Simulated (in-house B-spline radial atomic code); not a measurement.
# Ionising neutral copper with different functionals

Computed with a B-spline radial code for spherical atoms: four-component Dirac-Coulomb Hamiltonian, Fermi nucleus of rms radius 3.8823 fm, spin-restricted, spherical fractional occupations for the functionals, and exact exchange of hybrids averaged over the configuration. The ionisation energy is the difference of two self-consistent energies, [Ar] 3d10 4s1 → [Ar] 3d10, without Breit or QED terms; ε is the level of the shell that loses the electron (mean over j).

```csv
method,rung,ΔSCF (eV),-ε(4s) (eV)
B3LYP,global hybrid,8.15,5.32
B97-1,global hybrid,7.83,5.12
CAM-B3LYP,range-separated hybrid,8.07,6.61
LC-wPBE,range-separated hybrid,7.67,7.50
```

(1) Among the functionals, which spreads more, the ΔSCF values or the orbital energies?

(2) How do they compare with the NIST value?

## Answers

(1) The orbital energies: ΔSCF values span about 0.48 eV and the orbital energies 2.38 eV; here energy differences depend much less on the functional than eigenvalues do.

(2) NIST lists 7.726 eV (measured, ground level to ground level). Errors run from -0.06 to +0.42 eV; LC-wPBE is closest (-0.06 eV), but part of that can be cancellation, since the calculations leave out Breit-QED terms, spin polarisation.
